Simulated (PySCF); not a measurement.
## Vanadium: a sound run and one with changed settings

Sound run: V [Ar] 3d3 4s2, V⁺ [Ar] 3d4. Calculation: PySCF 2.14, in x2c-TZVPall; scalar relativity by spin-free X2C-1e. In the sound run the correlated levels freeze [Ar]. The sound run starts from symmetry-adapted Hartree-Fock orbitals and uses a fine grid where one is needed.

Changed run: initial guess atom, at most 50 SCF cycles.

```tsv
species	method	sound run (hartree)	changed run (hartree)	converged
V	UHF	-948.13172	-948.13172	yes
V	PBE	-948.93410	-948.93947	yes
V	LDA	-946.95325	-946.91026	no
V	MP2	-948.18226	-948.18226	yes
V⁺	UHF	-947.90607	-947.92121	yes
V⁺	PBE	-948.69895	-948.70258	yes
V⁺	LDA	-946.71476	-946.71226	no
```

The plain start fixes occupations by D2h representation alone, and V at PBE, V⁺ at UHF, V⁺ at PBE landed in another state (other ⟨L²⟩ or ⟨S²⟩).
